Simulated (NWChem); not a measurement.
## What each level costs for 1,1,1-trifluoroethane (C$_{2}$H$_{3}$F$_{3}$)

SMILES: FC(C)(F)F
```xyz
8

C     -1.4629    -0.1194     0.0000
C      0.0309     0.0025     0.0000
F      0.4707     0.6625     1.0773
F      0.4707     0.6625    -1.0773
F      0.6225    -1.1972     0.0000
H     -1.7858    -0.6647     0.8958
H     -1.7858    -0.6647    -0.8958
H     -1.9121     0.8817     0.0000
```
Charge 0, spin multiplicity 1.

All runs are NWChem calculations. The geometry was optimised at PBE0/def2-SVP, a minimum by its harmonic frequencies.

Basis set: cc-pVDZ (85 functions). Each entry is one whole single-point run; the coupled-cluster runs use the TCE module, and the SCF and DFT modules converge to different thresholds.

The correlated methods keep 5 core orbitals frozen. B3LYP has NWChem's definition, with VWN1-RPA local correlation.

### Question
Roughly how much processor time does each of these take, relative to RHF: MP2, RI-MP2, B2PLYP, PBE, B3LYP, BLYP, CR-CCSD(T)?

### Answer
RI-MP2 about the same, within a factor of 3; PBE about the same, within a factor of 3; BLYP about the same, within a factor of 3; B3LYP about the same, within a factor of 3; MP2 about the same, within a factor of 3; B2PLYP about 4; CR-CCSD(T) about 80 (rough ratios from shared machines).
